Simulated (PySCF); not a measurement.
**Mayer bond orders and bond lengths**

Species: C5H11Al.
Numbering: `[CH3:1][C@H:2]1[CH2:3][CH2:4][AlH:5][CH2:6]1` (hydrogens: H7, H8, H9 on C1; H10 on C2; H11, H12 on C3; H13, H14 on C4; H15 on Al5; H16, H17 on C6)

Structure used (PBE0-D3(BJ)/def2-SVP), in Å, numbered top down from 1:
```xyz
17
C5H11Al angstrom
C     -2.0425   -0.2551   -0.4227
C     -0.5304   -0.1258   -0.5423
C      0.0059    1.0823    0.2508
C      1.5371    1.1996    0.1480
Al     2.0413   -0.7023    0.1543
C      0.2264   -1.4046   -0.1212
H     -2.5582    0.6603   -0.7566
H     -2.4211   -1.0960   -1.0238
H     -2.3325   -0.4389    0.6256
H     -0.2922    0.0664   -1.6079
H     -0.2828    0.9439    1.3107
H     -0.5084    2.0015   -0.0817
H      1.8205    1.6438   -0.8266
H      1.9689    1.8627    0.9138
H      3.4494   -1.4295    0.3176
H     -0.1724   -1.7589    0.8521
H      0.0756   -2.2377   -0.8260
```

Bond orders from the PBE0/pcSseg-1 density (PySCF). One conformer (not necessarily the lowest) at the PBE0-D3(BJ)/def2-SVP geometry, without solvent, vibrations or thermal averaging.

(1) How far do the computed orders between heavy atoms stray from the drawn ones?

(2) Give the Mayer order of every bond, beside its length.

Results:

(1) The largest departure is 0.135, at Al5–C6 (drawn single, 0.865) and C4–Al5 (drawn single, 0.867). Drawn single, order below 0.88: C4–Al5 (0.867) and Al5–C6 (0.865).

(2) 
```tsv
bond	drawn as	length (Å)	Mayer order
C1–C2	single	1.522	1.053
C2–C3	single	1.541	0.985
C3–C4	single	1.539	1.013
C4–Al5	single	1.968	0.867
Al5–C6	single	1.965	0.865
C6–C2	single	1.544	0.979
C1–H7	single	1.102	0.963
C1–H8	single	1.101	0.967
C1–H9	single	1.103	0.962
C2–H10	single	1.109	0.936
C3–H11	single	1.107	0.949
C3–H12	single	1.105	0.955
C4–H13	single	1.108	0.941
C4–H14	single	1.101	0.956
Al5–H15	single	1.593	0.903
C6–H16	single	1.110	0.939
C6–H17	single	1.102	0.956
```

Bonds between the same two heavy elements. C–C: lowest C6–C2 (0.979, 1.544 Å), highest C1–C2 (1.053, 1.522 Å). Al–C: all 2 within 0.02 of one another (0.865 to 0.867).

Problem. Sum the orders of all bonds at each heavy atom with more than one neighbour and set the sums beside the valence in the SMILES.

Solution. C1 3.945 (drawn 4), C2 3.953 (drawn 4), C3 3.902 (drawn 4), C4 3.777 (drawn 4), Al5 2.635 (drawn 3), C6 3.739 (drawn 4). Orders between atoms that aren't bonded are not in these sums.

Mayer orders depend on the basis set.
